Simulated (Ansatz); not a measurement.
Relaxation of Sb₅⁺ with RKS PBE0-D4/def2-SVP.

```sh
$ ansatz run in.yaml --threads 4 --pin off --events-out ev --progress --plain --max-ram 4787MiB
```

```yaml
crystal:
  periodic: [false, false, false]
  atoms:
    - {symbol: Sb, position_ang: [0.574500, -1.244890, -1.474680]}
    - {symbol: Sb, position_ang: [-1.214190, 2.094210, 0.939640]}
    - {symbol: Sb, position_ang: [0.756520, 0.182360, 1.118170]}
    - {symbol: Sb, position_ang: [0.056010, -2.462510, 0.823660]}
    - {symbol: Sb, position_ang: [-0.172840, 1.430830, -1.406790]}
basis:
  gaussian: {orbitals: def2-SVP}
total_charge: 1
hamiltonian: {xc: pbe0, dispersion: d4}
scf: {lower_state_search: "off"}
output: {orbitals: {seedname: orbitals}}
relax: {f_tol: 0.02, max_steps: 100}
```

Hardware: 4 threads of AMD EPYC 7R43 on a shared host. Wall time 37 s.

Positions (Å) and forces (eV/Å) at steps 1, 2, 3, 4, 5, 7 of 7:

```xyz
5
step=1 energy=-32685.4122 eV
Sb    0.575   -1.245   -1.475    0.284   -1.298   -0.744
Sb   -1.214    2.094    0.940   -0.558    0.318    0.089
Sb    0.757    0.182    1.118    1.017    0.250    1.275
Sb    0.056   -2.463    0.824   -0.309   -0.558    0.061
Sb   -0.173    1.431   -1.407   -0.434    1.288   -0.681
5
step=2 energy=-32685.6124 eV
Sb    0.600   -1.385   -1.553   -0.107    0.070    0.705
Sb   -1.270    2.118    0.939    0.391   -0.373   -0.410
Sb    0.874    0.211    1.271   -0.373   -0.086   -0.616
Sb    0.020   -2.511    0.821    0.135    0.537   -0.383
Sb   -0.224    1.567   -1.478   -0.047   -0.147    0.704
5
step=3 energy=-32685.6959 eV
Sb    0.603   -1.357   -1.521    0.008   -0.047    0.257
Sb   -1.273    2.032    0.935    0.043    0.014   -0.114
Sb    0.903    0.221    1.213   -0.079   -0.014   -0.290
Sb   -0.026   -2.439    0.821    0.042    0.014   -0.113
Sb   -0.207    1.543   -1.447   -0.014    0.032    0.260
5
step=4 energy=-32685.7102 eV
Sb    0.640   -1.399   -1.455    0.016   -0.132   -0.135
Sb   -1.324    2.071    0.940    0.064   -0.122    0.027
Sb    0.930    0.232    1.070   -0.016   -0.013    0.204
Sb   -0.050   -2.500    0.823   -0.007    0.138    0.033
Sb   -0.195    1.595   -1.378   -0.057    0.128   -0.130
5
step=5 energy=-32685.7212 eV
Sb    0.643   -1.421   -1.470    0.013    0.065   -0.066
Sb   -1.311    2.038    0.941   -0.055    0.011    0.068
Sb    0.927    0.231    1.095    0.040    0.012   -0.002
Sb   -0.055   -2.464    0.827   -0.041   -0.042    0.067
Sb   -0.204    1.617   -1.393    0.044   -0.045   -0.068
5
step=7 energy=-32685.7226 eV
Sb    0.638   -1.405   -1.474    0.000    0.002    0.001
Sb   -1.312    2.031    0.942    0.002    0.001    0.000
Sb    0.933    0.232    1.102   -0.005   -0.002   -0.003
Sb   -0.059   -2.459    0.828    0.002    0.001    0.000
Sb   -0.200    1.601   -1.398    0.001   -0.001    0.002
```

In the def2 sets Sb takes a core potential; there is no spin–orbit coupling. The restricted singlet is unstable towards broken spin symmetry in Hartree–Fock (as tested in another run); at PBE0-D4/def2-SVP this wasn't settled. Another isomer (singlet) lies 1.78 eV lower at PBE0-D4/def2-TZVP; other spin states weren't run for this one.
